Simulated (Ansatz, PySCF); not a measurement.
Lewis adduct: BH3 (SMILES B) (first 4 atoms) with AsH3 (SMILES [AsH3]); geometry from B3LYP-D3(BJ)/def2-TZVP.
(charge 0, multiplicity 1):
```xyz
8

B     -0.005    -0.060     0.630
H     -0.866     0.778     0.579
H     -0.353    -1.182     0.377
H      1.066     0.266     0.193
As     0.375    -0.172     2.682
H     -0.747    -0.562     3.614
H      0.848     1.064     3.409
H      1.423    -1.138     3.181
```

Counterpoise-corrected where a basis set is named; no monomer relaxation. Rows marked so take none.

Rows in 6-31G* carry no dispersion term and start afresh at each structure (6-31G* with six Cartesian d functions); the Pople sets are all-electron and without relativity.

Programs: Ansatz (an electronic-structure program) with Gaussian orbitals; PySCF for 6-31G* rows, the dispersion terms. Each number belongs to the level named beside it.

Question: What is the computed interaction energy (revPBE-D3(BJ)/def2-TZVPPD)?

Answer: -32.0 kcal/mol
